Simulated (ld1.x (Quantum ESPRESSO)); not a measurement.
**lead (Pb): TM pseudisation with PBE, scalar-relativistic reference atom.**

The input file (ld1.x (Quantum ESPRESSO) 7.5):

```
&input
   title='Pb', zed=82., rel=1, dft='PBE', iswitch=3,
   config='[Xe] 4f14 5d10 6s2 6p2',
   nld=2, rlderiv=3.05, eminld=-3.0, emaxld=5.0, deld=0.02
 /
 &inputp
   pseudotype=2, tm=.true., lloc=-1, rcloc=2.60,
   nlcc=.true., new_core_ps=.true., rcore=1.40,
   file_pseudopw='Pb.UPF', file_wfcaegen='ae.wfc', file_wfcncgen='nc.wfc', file_beta='beta', file_chi='chi'
 /
2
6S  1  0   2.00   0.00  1.95  1.95  0.0
6P  2  1   2.00   0.00  2.80  2.80  0.0
 &test
   configts(1)='6s2 6p2'
 /
```

Command:

```bash
ld1.x < Pb.in > Pb.out
```

The program printed (shortened: banner, matrices, multipoles, cross overlaps and the repeated all-electron block are left out):

```
Program LD1 v.7.5
     --------------------------- All-electron run ----------------------------

     Pb
     scalar relativistic calculation

     atomic number is 82.00
     dft =PBE   lsd =0 sic =0 latt =0  beta=0.20 tr2=1.0E-14
     Exchange-correlation= PBE
                           (   1   4   3   4   0   0   0)
     mesh =1281 r(mesh) =  98.81810 a.u. xmin = -7.00 dx = 0.01250
     1 Ry =  13.60569312 eV, c = 137.03599908

     n l     nl                  e(Ry)          e(Ha)          e(eV)
     1 0     1S 1( 2.00)     -6478.0679     -3239.0339    -88138.6038
     2 0     2S 1( 2.00)     -1158.6573      -579.3286    -15764.3356
     2 1     2P 1( 6.00)      -993.6451      -496.8225    -13519.2297
     3 0     3S 1( 2.00)      -278.1385      -139.0693     -3784.2672
     3 1     3P 1( 6.00)      -230.8358      -115.4179     -3140.6813
     4 0     4S 1( 2.00)       -62.9731       -31.4865      -856.7923
     4 1     4P 1( 6.00)       -47.4752       -23.7376      -645.9325
     3 2     3D 1(10.00)      -182.6494       -91.3247     -2485.0723
     5 0     5S 1( 2.00)       -10.5956        -5.2978      -144.1611
     5 1     5P 1( 6.00)        -6.3087        -3.1544       -85.8346
     4 2     4D 1(10.00)       -29.5533       -14.7766      -402.0927
     4 3     4F 1(14.00)        -9.7674        -4.8837      -132.8923
     5 2     5D 1(10.00)        -1.5565        -0.7782       -21.1771
     6 0     6S 1( 2.00)        -0.8849        -0.4425       -12.0398
     6 1     6P 1( 2.00)        -0.2571        -0.1285        -3.4974

     final scf error:  3.7E-15 reached in  31 iterations

     Etot =  -41763.824751 Ry,  -20881.912375 Ha, -568225.783204 eV

     Ekin =   47222.243069 Ry,   23611.121535 Ha,  642491.347777 eV
     Encl = -104292.783425 Ry,  -52146.391713 Ha,-1418975.606225 eV
     Eh   =   16079.498780 Ry,    8039.749390 Ha,  218772.725967 eV
     Exc  =    -772.783175 Ry,    -386.391587 Ha,  -10514.250723 eV

     normalization and overlap integrals

     s(1S/1S) =  1.000000  <r> =   0.0160  <r2> =    0.0004  r(max) =   0.0099
     s(2S/2S) =  1.000000  <r> =   0.0676  <r2> =    0.0054  r(max) =   0.0575
     s(2P/2P) =  1.000000  <r> =   0.0614  <r2> =    0.0046  r(max) =   0.0476
     s(3S/3S) =  1.000000  <r> =   0.1745  <r2> =    0.0348  r(max) =   0.1601
     s(3P/3P) =  1.000000  <r> =   0.1765  <r2> =    0.0361  r(max) =   0.1622
     s(4S/4S) =  1.000000  <r> =   0.3842  <r2> =    0.1665  r(max) =   0.3609
     s(4P/4P) =  1.000000  <r> =   0.4100  <r2> =    0.1909  r(max) =   0.3842
     s(3D/3D) =  1.000000  <r> =   0.1599  <r2> =    0.0299  r(max) =   0.1311
     s(5S/5S) =  1.000000  <r> =   0.8534  <r2> =    0.8160  r(max) =   0.7932
     s(5P/5P) =  1.000000  <r> =   0.9771  <r2> =    1.0769  r(max) =   0.8766
     s(4D/4D) =  1.000000  <r> =   0.4310  <r2> =    0.2143  r(max) =   0.3890
     s(4F/4F) =  1.000000  <r> =   0.4539  <r2> =    0.2467  r(max) =   0.3520
     s(5D/5D) =  1.000000  <r> =   1.3050  <r2> =    1.9863  r(max) =   1.0707
     s(6S/6S) =  1.000000  <r> =   2.3105  <r2> =    6.0709  r(max) =   1.9509
     s(6P/6P) =  1.000000  <r> =   3.3779  <r2> =   13.3649  r(max) =   2.6665

     ------------------------ End of All-electron run ------------------------

     --------------------- Generating NC pseudopotential ---------------------

      Generating local potential from pseudized AE potential:
      Matching radius rcloc =   2.6000

      Local pseudo, rcloc= 2.568 Estimated cut-off energy=     3.78 Ry

      Computing core charge for nlcc:

       r > 1.41 : true rho core
      Core charge pseudized with two Bessel functions
      Integrated core pseudo-charge :  25.03

      Wfc   6S  rcut= 1.951  Using Troullier-Martins method

      Wfc   6P  rcut= 2.768  Using Troullier-Martins method

     ------------------- End of pseudopotential generation -------------------

     Computing logarithmic derivative in   3.04059
     Computing logarithmic derivative in   3.04059
     Computing the partial wave expansion
     R is outside the sphere for l=    0 j= 0.00
     R is outside the sphere for l=    1 j= 0.00

     ---------------------- Testing the pseudopotential ----------------------

     Pb
     scalar relativistic calculation

     atomic number is 82.00   valence charge is  4.00
     dft =PBE   lsd =0 sic =0 latt =0  beta=0.20 tr2=1.0E-14
     mesh =1281 r(mesh) =  98.81810 xmin = -7.00 dx = 0.01250

     n l     nl             e AE (Ry)        e PS (Ry)    De AE-PS (Ry)
     1 0     6S   1( 2.00)       -0.88491       -0.88492        0.00000
     2 1     6P   1( 2.00)       -0.25706       -0.25706        0.00000

     eps = 1.8E-17  iter =  4

     Etot =  -41763.824751 Ry,  -20881.912375 Ha, -568225.783204 eV
     Etotps =   -57.156374 Ry,     -28.578187 Ha,    -777.652086 eV

     Ekin =       2.147556 Ry,       1.073778 Ha,      29.218982 eV
     Encl =     -12.887033 Ry,      -6.443516 Ha,    -175.337014 eV
     Ehrt =       5.117284 Ry,       2.558642 Ha,      69.624200 eV
     Ecxc =     -52.768438 Ry,     -26.384219 Ha,    -717.951179 eV
     (Ecc =     -50.042486 Ry,     -25.021243 Ha,    -680.862709 eV)
     Epseu=       1.234257 Ry,       0.617129 Ha,      16.792925 eV

     ---------------------- End of pseudopotential test ----------------------
```

Generation and configuration tests took about 1.9 s on one core of a shared server CPU.
